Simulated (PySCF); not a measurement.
C$_{4}$H$_{4}$S, charge +1, doublet (typed; the unrestricted solution is spin-contaminated), geometry from GFN2-xTB (a state made from the parent by changing its charge; the spin is typed, not shown lowest). Base run: PySCF with HF/def2-SVP.

Input for PySCF:
```python
from pyscf import gto, scf

mol = gto.Mole()
mol.atom = '''
    C     0.370399   -1.391271    0.160369
    C    -1.004495   -1.070424    0.213372
    C    -1.230568    0.253898    0.051892
    S     0.313475    1.156049   -0.176609
    C     1.182588   -0.261496   -0.047527
    H     0.764030   -2.390015    0.266578
    H    -1.779845   -1.802350    0.365446
    H    -2.164057    0.787291    0.045643
    H     2.256731   -0.275940   -0.120553
'''
mol.basis = 'def2-svp'
mol.charge = 1
mol.spin = 1
mol.verbose = 4
mol.build()

mf = scf.UHF(mol)
mf.kernel()
mf.analyze()
```

Variants of this job, named by their change:

```csv
change,ΔE vs base (mEh),fitting functions
base,0.000,-
auxbasis = def2-svp-ri,295.0,310
auxbasis = autoaux,0.358,696
auxbasis = cc-pvtz-jkfit,0.072,557
auxbasis = even-tempered beta=3.0,-0.179,498
auxbasis = default (with mf = mf.density_fit()),0.133,500
auxbasis = even-tempered beta=1.6,0.039,1102
auxbasis = def2-tzvp-ri,-1.568,477
auxbasis = cc-pvtz-ri,2.381,566
auxbasis = def2-universal-jfit,2223.8,291
```

A fitting set is made for a task (jfit for Coulomb, jkfit for Coulomb and exchange, ri for correlation) and for a family of orbital bases.

Open shells are given as the SCF converged; they aren't shown to be the lowest states, and a large step between rows can be another state.
